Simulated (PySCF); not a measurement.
Input of a response calculation (the driver script's job line, then coordinates in Å):

```
{"job": {"kind": "uv", "xc": "wB97X-D", "basis": "def2-SVPD", "nstates": 8, "ntriplets": 3}, "charge": 0, "multiplicity": 1}
C     -3.008818     0.040421     0.520442
O     -2.400140    -0.963611    -0.240204
C     -1.239492    -0.533793    -0.933126
Si     0.202698    -0.076931     0.228462
O      1.452532    -0.137431    -0.836358
C      2.753623     0.094131    -0.655108
C      3.360898     0.416401     0.476077
F      2.688948     0.557428     1.638715
H     -2.374840     0.357084     1.355958
H     -3.241449     0.919145    -0.094745
H     -3.934486    -0.382540     0.907783
H     -0.969682    -1.380256    -1.567998
H     -1.503979     0.300342    -1.600125
H      0.353573    -1.064747     1.293573
H      0.092347     1.280294     0.772134
H      3.343828    -0.006057    -1.556834
H      4.417440     0.592149     0.580369
```

Theory: PySCF 2.14.0, density-fitted response routines, TDDFT wB97X-D/def2-SVPD, vertical, gas phase, core orbitals frozen in the response. Job line and output are in the format of a driver script around the code.

What does the script print for it, SCF cycles aside?

```
converged SCF energy = -697.0910617175

Static polarisability (au): isotropic 82.540, principal 67.068 79.716 100.836

Singlet excitations
state   eV       nm        f      main configurations
  1   6.2228    199.2   0.01490   H->L 0.87
  2   6.3615    194.9   0.01209   H-1->L 0.66, H-1->L+1 0.20
  3   7.1637    173.1   0.07397   H-1->L+1 0.42, H-1->L+3 0.17, H-1->L 0.11
  4   7.2278    171.5   0.14741   H->L+2 0.37, H->L+1 0.15, H->L+4 0.13
  5   7.2564    170.9   0.11489   H->L+2 0.42, H->L+4 0.21, H->L+3 0.11
  6   7.6286    162.5   0.00514   H->L+3 0.40, H->L+1 0.23
  7   7.7878    159.2   0.00835   H-1->L+4 0.23, H-1->L+3 0.22, H->L+4 0.13
  8   7.8659    157.6   0.00095   H->L+4 0.21, H->L+1 0.15, H-1->L+4 0.10

Triplet excitations (Tamm-Dancoff, eV): 4.5346 6.0086 6.0726
```

Geometry: GFN2-xTB, one conformer, isolated molecule.

H and L stand for HOMO and LUMO.

Shape of the structure used: `[CH3:1][O:2][CH2:3][SiH2:4][O:5]/[CH:6]=[CH:7]\[F:8]`: C1–O2–C3–Si4 67°, O2–C3–Si4–O5 162°, C3–Si4–O5–C6 179°, Si4–O5–C6–C7 1°.

The pairwise dispersion term of wB97X-D wasn't added to the energies; at a given geometry it leaves orbitals and properties as they are.
